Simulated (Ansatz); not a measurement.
Steps of a relaxation of BrI (`BrI`) with RKS PBE-D4/def2-SVP.

```sh
$ ansatz run in.yaml --threads 4 --pin off --events-out ev --progress --plain --max-ram 10444MiB
```

```yaml
crystal:
  periodic: [false, false, false]
  atoms:
    - {symbol: Br, position_ang: [0.000000, 0.000000, 0.000000]}
    - {symbol: I, position_ang: [0.000000, 0.000000, 2.457970]}
basis:
  gaussian: {orbitals: def2-SVP}
hamiltonian: {xc: pbe, dispersion: d4}
relax: {f_tol: 0.03, max_steps: 200}
```

Positions (Å) and forces (eV/Å) along the path, 4 of 4 steps:

```xyz
2
step=1 energy=-78127.9208 eV
Br    0.000    0.000    0.000    0.000    0.000   -0.828
I     0.000    0.000    2.458    0.000    0.000    0.828
2
step=2 energy=-78127.9294 eV
Br    0.000    0.000   -0.058    0.000    0.000    0.564
I     0.000    0.000    2.516    0.000    0.000   -0.564
2
step=3 energy=-78127.9450 eV
Br    0.000    0.000   -0.034    0.000    0.000    0.069
I     0.000    0.000    2.492    0.000    0.000   -0.069
2
step=4 energy=-78127.9452 eV
Br    0.000    0.000   -0.031    0.000    0.000    0.001
I     0.000    0.000    2.489    0.000    0.000   -0.001
```

Hardware: 4 threads of an Arm Neoverse V2 on a shared host. Wall time 1.3 s, peak host memory 0.11 GiB.
